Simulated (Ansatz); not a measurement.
Basis-set extrapolation for `CCCS(=O)CCC` (PBE0-D4/def2-TZVP geometry, frozen core, Ansatz 0.2.0). Multiplicity 1, RHF reference.

```csv
,def2-TZVPP,def2-QZVPP
HF,-707.849670,-707.876842
MP2 correlation,-1.480305,-1.582887
CCSD(T) correlation,-1.620127,not run
```

Energies in hartree. Use E(X) = E(∞) + A·exp(−7.88·√X) for Hartree–Fock and E(X) = E(∞) + B·X^(−2.97) for correlation, with X = 3 and 4, and add CCSD(T) minus MP2 of the smaller set to the MP2 limit.

Question: What is the CCSD(T) energy at the basis-set limit?

Answer: HF limit: -707.876842 + (-0.027172) × 0.13774 = -707.88058. MP2 limit: -1.582887 + (-0.102582) × 0.74074 = -1.65887. Higher-order term: -1.620127 − (-1.480305) = -0.13982. Total: -709.67927 hartree, 550.0 kJ/mol below CCSD(T)/def2-TZVPP.
